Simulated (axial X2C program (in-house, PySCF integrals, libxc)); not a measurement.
## Working with the constants of AuSi

A bond curve at the PBE0 level, with spin–orbit coupling, was computed with an in-house relativistic program for diatomic molecules (basis Au dyall-cv3z [13s14p9d6f4g], Si dyall-v3z [8s7p2d1f] (cores contracted in-house)) for the state Ω = 1/2 (⟨Sz⟩ = -0.49, ⟨Lz⟩ = 0.99 at PBE0). Its fit gives Re = 2.2366 Å, ωe = 383.9 cm⁻¹, ωexe = 1.42 cm⁻¹ and αe = 7.119e-04 cm⁻¹; the masses are 196.9666 and 27.9769 u. Two-component means X2C with spin–orbit coupling and atomic mean-field Coulomb and Gaunt terms.

Q: Find the reduced mass, Be and the force constant.

A: From the PBE0 values: μ = 24.4973 u. Be = 16.8576/(μ Re²) = 0.1376 cm⁻¹. k = 5.8918×10⁻⁷ μ ωe² = 2.13 mdyn/Å.

Q: The dipole moment p changes by 1.67 D/Å at Re. What harmonic infrared intensity follows?

A: I = 42.256 × (dp/dR)²/μ = 4.8 km/mol.

Q: A Morse curve ties αe to the other constants (Pekeris). How well does that hold?

A: αe(Morse) = 6Be²/ωe × (√(ωexe/Be) − 1) = 6.545e-04 cm⁻¹; the PBE0 curve gives 7.119e-04 cm⁻¹, a ratio of 0.92.

Q: Estimate De from a Morse curve and compare with the computed well depth of 3.056 eV to Au + Si.

A: De(Morse) = ωe²/(4ωexe) = 3.217 eV against 3.056 eV computed, a ratio of 1.05. For De the Morse form works well here.

Q: Where do the fundamental and the first overtone lie?

A: ν(1←0) = ωe − 2ωexe = 381.1 cm⁻¹; ν(2←0) = 2ωe − 6ωexe = 759.3 cm⁻¹.

Occupations by symmetry block were frozen at the best pattern of an incomplete PBE0 search. De is counted from the lowest determinant-based energies of the atoms at the same level, without counterpoise correction. Density functionals use the spin component along the axis (collinear). The 2c atoms are single determinants rather than J levels; their spin–orbit lowering is only partly caught, and De is too large by that part. This holds for PBE0. Without a current term, density functionals place determinants with orbital angular momentum somewhat too high.
